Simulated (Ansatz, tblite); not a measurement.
InN nanocrystals, H-capped: gap (eV) at several levels, gas phase, relaxed structures; Ansatz, xTB through tblite. Core potentials for In in the def2 sets, no spin–orbit coupling. Levels of anions in sets without diffuse functions are rough. A dash marks a value that wasn't run or was left out as unsound. The structures are stationary points that may keep the symmetry of their start.

| species | state | geometry | GFN1-xTB | GFN2-xTB | r2SCAN-D4/def2-TZVP | PBE0-D4/def2-SVP | PBE0-D4/def2-TZVP |
| --- | --- | --- | --- | --- | --- | --- | --- |
| In3N3H12, cut from zinc blende, rod | singlet | PBE-D4/def2-SVP | 4.65 | 4.83 | 5.73 | 7.21 | 6.96 |
| In4N4H14, cut from wurtzite | singlet | PBE-D4/def2-SVP | 3.72 | 3.33 | 4.72 | 6.31 | 6.10 |
| In4N4H16, cut from zinc blende, disc | singlet | r2SCAN-D4/def2-SVP | 4.84 | 4.82 | 5.47 | 6.83 | 6.61 |
| In6N6H18, cut from wurtzite | singlet | PBE-D4/def2-SVP | 3.70 | 3.27 | 4.58 | 6.25 | 6.01 |
| In7N7H20, cut from zinc blende | singlet | PBE-D4/def2-SVP | 2.90 | 2.50 | 3.83 | 5.46 | 5.23 |
| In8N8H22, cut from wurtzite | singlet | PBE-D4/def2-SVP | 3.05 | 3.33 | 4.46 | 6.28 | 6.02 |
| In9N9H24, cut from wurtzite | singlet | PBE-D4/def2-SVP | 2.79 | 3.05 | 4.17 | 5.98 | 5.72 |
| In10N9H26⁻, cut from wurtzite | singlet | r2SCAN-D4/def2-SVP | 2.65 | 3.05 | – | 5.83 | 5.55 |
| In10N11H28⁺, cut from wurtzite, rod | singlet | r2SCAN-D4/def2-SVP | 3.30 | 2.88 | – | 6.14 | – |
| In12N12H32, cut from zinc blende | singlet | PBE-D4/def2-SVP | 2.32 | 2.63 | – | 5.39 | – |

(1) Estimate the column for PBE-D4/def2-SVP.

(1) In3N3H12, cut from zinc blende, rod 5.27; In4N4H14, cut from wurtzite 4.29; In4N4H16, cut from zinc blende, disc 4.92; In6N6H18, cut from wurtzite 4.22; In7N7H20, cut from zinc blende 3.47; In8N8H22, cut from wurtzite 4.22; In9N9H24, cut from wurtzite 3.94; In10N9H26⁻, cut from wurtzite 3.86; In10N11H28⁺, cut from wurtzite, rod 4.10; In12N12H32, cut from zinc blende 3.46.

Over the 7 species that have every level, the mean is 3.67 at GFN1-xTB, 3.59 at GFN2-xTB, 4.33 at PBE-D4/def2-SVP, 4.71 at r2SCAN-D4/def2-TZVP, 6.33 at PBE0-D4/def2-SVP, 6.09 at PBE0-D4/def2-TZVP. Orbital gaps grow with the share of exact exchange and aren't one observable across functionals.
